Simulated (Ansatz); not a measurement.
Mulliken charges of `[Cl][Zr]([Cl])([Cl])[I]` from B3LYP/def2-TZVPP in Ansatz (PBE0-D4/def2-TZVP geometry).

```
atom   x (Å)   y (Å)   z (Å)  charge (e)
 Cl1  -0.773  -0.298   2.178      -0.242
 Zr2   0.005  -0.088   0.009       0.842
 Cl3   2.091  -1.071  -0.162      -0.242
 Cl4  -1.463  -1.130  -1.443      -0.242
  I5   0.190   2.514  -0.624      -0.115
```

Problem. By hand: the dipole of these point charges (1 e Å = 4.8032 D).

Solution. Σ q r = (0.017, 0.242, -0.059) e Å, of length 0.250 e Å = 1.20 D.

Problem. How does the dipole of the full density compare? (Estimate.)

Solution. Ansatz gave: (0.005, 0.073, -0.018) e Å, 0.36 D; the point charges give 3.33 times that, at 0° from its direction.

Point charges leave out the atoms' own dipoles, such as those of lone pairs, and Mulliken's split depends on the basis, so the two needn't agree.

B3LYP here is the variant with VWN-RPA as its local correlation; programs differ in this.
